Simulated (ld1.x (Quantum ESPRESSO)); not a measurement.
caesium (Cs), RRKJ: configuration errors across variants

- Element: Cs (Z = 55)
- Generator: ld1.x (Quantum ESPRESSO) 7.5
- Type: norm-conserving RRKJ (Kleinman–Bylander form)
- Functional: PBEsol
- Relativity: fully relativistic
- Frozen core: [Kr] 4d10 5s2
- Valence charge: 7
- Reference configuration: 5p6 5d0 6s1 6p0
- Partial waves: 5p (bound): rc 2.85 bohr; 5d (bound, empty): rc 3.50 bohr; 6s (bound): rc 3.25 bohr
- Local potential: the s channel
- Core correction: none

Open shells are filled in proportion to 2j + 1 (rel_dist='average').

All-electron excitation energies from the reference (eV): (1) 5p6 5d0 6s0 6p0 3.791; (2) 5p6 5d0 6s0.5 6p0 1.457; (3) 5p6 5d0 6s0 6p1 1.349; (4) 5p6 5d0.5 6s0.5 6p0 0.843; (5) 5p6 5d1 6s0 6p0 1.662; (6) 5p5 5d0 6s1 6p0 17.938.

Tests that are not counted but printed errors over 1 eV. “all radii scaled by about 0.84 (s 2.72, p 2.38, d 2.92 bohr)”: all (the test run did not reproduce the reference configuration, from which every error is measured).

3 further variants failed, have other tests or another functional or relativity, and are left out.

A true bound ghost makes a file unfit for plane-wave use even where its test errors are small: the radial tests pick states by their node count and pass the ghost by. Where a test does run into it, the solver fails or the error is huge.

Errors AE − PS in meV (a dash: test not solved or not reliable):

| change | (1) | (2) | (3) | (4) | (5) | (6) | bound ghosts |
| --- | --- | --- | --- | --- | --- | --- | --- |
| base | +7.5 | +2.4 | -83 | 0.0 | +0.4 | +308 | none |
| all radii scaled by about 0.84 (s 2.72, p 2.38, d 2.92 bohr) | – | – | – | – | – | – | s (extra level of the local part) |
| core correction a·sin(br)/r model core inside 1.32 bohr | -2.0 | +1.4 | -88 | -0.6 | -1.9 | +214 | none |

Q: Give the same row for: wave 5p (bound): rc 2.85 bohr becomes 5p (bound): rc 2.36 bohr.

A: +7.0, +2.4, -85, -0.1, +0.1, +396; bound ghosts: none.
